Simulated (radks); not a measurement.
Initial-state core-level shifts of neutral germanium when its valence configuration changes from [Ar] 3d10 4s2 4p2. All-electron calculation, Dirac Kohn-Sham, PBE, spin-unpolarised, spherical densities, point nucleus; open shells fill j = l - 1/2 first. Program: a radial shooting solver on a logarithmic mesh with Libxc functionals. Shifts are changes of the shell-averaged eigenvalues in eV (positive: less bound).

valence,1s,2s,2p,3p
3d8 4s2 4p4,-24.127,-26.740,-26.519,-21.286
3d9 4s2 4p3,-11.603,-12.806,-12.700,-10.435
3d9 4s1 4p4,-13.307,-14.448,-14.339,-12.099
3d10 4p4,-3.602,-3.443,-3.443,-3.542
3d7 4s2 4p5,-37.537,-41.744,-41.405,-32.492
3d10 4s1 4p3,-1.866,-1.785,-1.785,-1.834
3d9.5 4p4.5,-9.136,-9.570,-9.515,-8.544
3d7.5 4s2 4p4.5,-30.723,-34.111,-33.832,-26.848
